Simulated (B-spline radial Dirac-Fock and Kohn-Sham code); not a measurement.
Photoionisation of tin ions at Cr Kα (5414.7 eV)

These are calculated numbers from a B-spline atomic structure program; the model is the independent-particle Dirac-Slater model, thresholds from Dirac-Fock. Cross sections in kb; a dash marks an empty subshell or a threshold above the photon energy.

| ion | configuration | total | 2s | 2p1/2 | 3p3/2 | 4p3/2 | 4d5/2 |
| --- | --- | --- | --- | --- | --- | --- | --- |
| Sn | [Kr] 4d10 5s2 5p2 | 136.0 | 21.3 | 31.6 | 7.97 | 1.40 | 0.405 |
| Sn⁺ | [Kr] 4d10 5s2 5p1 | 135.9 | 21.3 | 31.6 | 7.94 | 1.40 | 0.406 |
| Sn⁴⁺ | [Kr] 4d10 | 135.8 | 21.3 | 31.6 | 7.97 | 1.41 | 0.420 |
